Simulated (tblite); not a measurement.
C₄H₈OPSi (doublet state).
Atom-mapped SMILES: `[PH2:1][Si@@H:2]1[CH2:3][CH:4][CH:5]=[CH:6][O:7]1` (hydrogens: H8, H9 on P1; H10 on Si2; H11, H12 on C3; H13 on C4; H14 on C5; H15 on C6)

Cartesian coordinates in Å at the GFN2-xTB level; atoms count from 1:
```xyz
15
C4H8OPSi angstrom
P      2.716   -0.765   -0.889
Si     0.961   -0.204    0.371
C     -0.616   -1.168   -0.091
C     -1.793   -0.269    0.038
C     -1.737    1.102   -0.042
C     -0.590    1.857   -0.124
O      0.655    1.345   -0.070
H      2.976   -1.920   -0.176
H      3.620   -0.026   -0.151
H      1.141   -0.215    1.832
H     -0.537   -1.509   -1.132
H     -0.770   -2.068    0.506
H     -2.759   -0.738    0.159
H     -2.666    1.654   -0.032
H     -0.608    2.931   -0.221
```

Structure optimised with GFN2-xTB, isolated species. This method treats the open shell by occupation alone, without spin polarisation.

Masses are those of the commonest isotopes; rigid-rotor values at the optimised geometry. The values belong to one conformer with, in the numbering `[PH2:1][Si@@H:2]1[CH2:3][CH:4][CH:5]=[CH:6][O:7]1`, H–P1–Si2–C3 -79° and -173°, P1–Si2–C3–C4 -143°, Si2–C3–C4–C5 24°, C3–C4–C5–C6 -7°, C5–C6–O7–Si2 -11°.

Problem. What are A, B and C (GHz)?

Solution. Ia = 132.37, Ib = 415.72, Ic = 503.74 u·Å²; 505379 MHz·u·Å²/I gives 3818, 1216 and 1003 MHz, that is A = 3.8179, B = 1.2157, C = 1.0032 GHz.

Problem. What kind of rotor is it?

Solution. An asymmetric top. Ray's parameter κ = (2B − A − C)/(A − C) = -0.849; −1 is the prolate and +1 the oblate limit.

Problem. What does the inertial defect say?

Solution. Not planar: Δ = Ic − Ia − Ib = -44.35 u·Å². For a rigid frame Δ = −2 Σ m c², so Σ m c² = 22.17 u·Å² lies off the ab plane: 6.43 from hydrogen and 15.74 from heavier atoms. The atom farthest from that plane is 2.07 Å away.

Problem. Give the other two planar moments, Paa and Pbb, and the rms extents of the mass along the axes.

Solution. Paa = Σ m a² = (Ib + Ic − Ia)/2 = 393.55 and Pbb = Σ m b² = (Ia + Ic − Ib)/2 = 110.20 u·Å². With the mass M = 131.01 u, the rms extents √(P/M) along a, b and c are 1.73, 0.92, 0.41 Å.

Problem. List the rotational levels J(Ka,Kc) to J = 4 (MHz).

Solution. Above 0(0,0):
J = 1: 1(0,1) 2219, 1(1,1) 4821, 1(1,0) 5034
J = 2: 2(0,2) 6644, 2(1,2) 9047, 2(1,1) 9684, 2(2,1) 17491, 2(2,0) 17503
J = 3: 3(0,3) 13251, 3(1,3) 15377, 3(1,2) 16651, 3(2,2) 24147, 3(2,1) 24209, 3(3,1) 37697, 3(3,0) 37698
J = 4: 4(0,4) 22005, 4(1,4) 23804, 4(1,3) 25925, 4(2,3) 33013, 4(2,2) 33198, 4(3,2) 46597, 4(3,1) 46600, 4(4,1) 65534, 4(4,0) 65534
Those of J = 1 are B + C, A + C and A + B.

Problem. Estimate the classical rotational partition function at 50 K, 298.15 K and 500 K.

Solution. Point group C1, symmetry number σ = 1; q = (√π/σ)·√((kT/h)³/(ABC)), k/h = 20836.6 MHz/K: 27600 at 50 K, 402000 at 298.15 K, 873000 at 500 K.

For this open shell read J as N, the rotation without spin; fine and hyperfine splittings come on top. Its GFN2-xTB frequencies are all real (lowest 62 cm⁻¹). Constants of a rigid frame at the computed geometry: no zero-point averaging, no centrifugal distortion.
